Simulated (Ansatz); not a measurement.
CaCl2, charge -1, doublet, at a GFN2-xTB geometry (such geometries of metal compounds can be far from the true shape) (a state made from the parent by changing its charge; the spin is typed, not shown lowest) (a gas-phase anion, which may not be bound at this level), atoms displaced at random by about 0.03 Å a coordinate; PBE/def2-SVP, gradient (Ansatz, a program for electronic structure).

Here is a job for Ansatz.
Ansatz 0.2 input:
```yaml
crystal:
  periodic: [false, false, false]
  atoms:
    - {symbol: Ca, position_ang: [0.44125296, -0.56334252, 0.41755587]}
    - {symbol: Cl, position_ang: [1.38253298, 0.72594878, -1.85286445]}
    - {symbol: Cl, position_ang: [-1.94670370, -0.11012264, 1.36714138]}
basis:
  gaussian:
    orbitals: def2-SVP
hamiltonian:
  xc: pbe
total_charge: -1
magnetization: {spin_polarized: true, initial_magnetization: 1}
output: {forces: true}
```

The log (banner, timings and long lists left out):

```
Functional definition: PBE
674 factors; their error is unknown
mean field evaluation 1: about -43462.0996 eV, gradient 6.5e0 eV
mean field evaluation 2: about -43461.8340 eV, gradient 8.8e0 eV
mean field evaluation 4: about -43462.3241 eV, gradient 2.7e-1 eV
mean field evaluation 8: about -43462.2946 eV, gradient 5.5e-3 eV
mean field evaluation 16: about -43460.3142 eV, gradient 3.6e0 eV
mean field -43462.29458185 eV, -1597.2098660817 hartree, gradient 8.7e-6 eV, S^2 0.750355; 0 other end points of the search recorded, 0 dependent functions left out
the calculation of the forces begins
reference -43462.29464013 eV, -1597.2098682236 hartree; 28, 27 occupied and 32, 33 virtual orbitals, 674 factors
Total energy: -43462.29464013 eV, -1597.2098682236 hartree
Atom 0 at     0.441253    -0.563343     0.417556 Å, force    -0.296731     0.761945    -0.793450 eV/Å
Atom 1 at     1.382533     0.725949    -1.852864 Å, force    -0.337075    -0.590774     0.979768 eV/Å
Atom 2 at    -1.946704    -0.110123     1.367141 Å, force     0.633806    -0.171171    -0.186318 eV/Å
Dipole moment:     0.003741    -0.108896     0.138255 e Å
```
